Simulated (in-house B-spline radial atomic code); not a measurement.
A fraction x of an electron is removed from 4d in La, starting from [Xe] 5d1 6s2 and keeping the highest spin. Computed with a B-spline radial code for spherical atoms: scalar-relativistic (X2C) r2SCAN0, spin-polarised, spherical fractional occupations, Fermi nucleus of rms radius 4.855 fm.

Caution: exact exchange at fractional occupations of open shells leaves self-interaction of up to several eV.

```tsv
x	E(x) - E(0) (eV)	4d down level (eV)
0	0.0000	-109.552
0.12	13.2564	-111.395
0.22	24.4741	-112.961
0.25	?	?
0.4	45.0652	-115.841
0.5	56.7307	-117.472
0.51	57.9062	-117.637
0.68	78.1436	-120.460
0.85	98.8655	-123.337
0.99	?	?
1	117.5591	-125.917
```

(1) What belongs in the row x = 0.25?

(2) What belongs in the row x = 0.99?

(3) Check Janak's theorem between x = 0.12 and 0.22.

Results:

(1) An energy change of 27.8700 eV; 4d down at -113.436 eV.

(2) An energy change of 116.3008 eV; 4d down at -125.743 eV.

(3) The slope of the energy is 112.18 eV; the orbital levels give 112.18 eV (-ε of the emptying orbital, averaged over the two points).
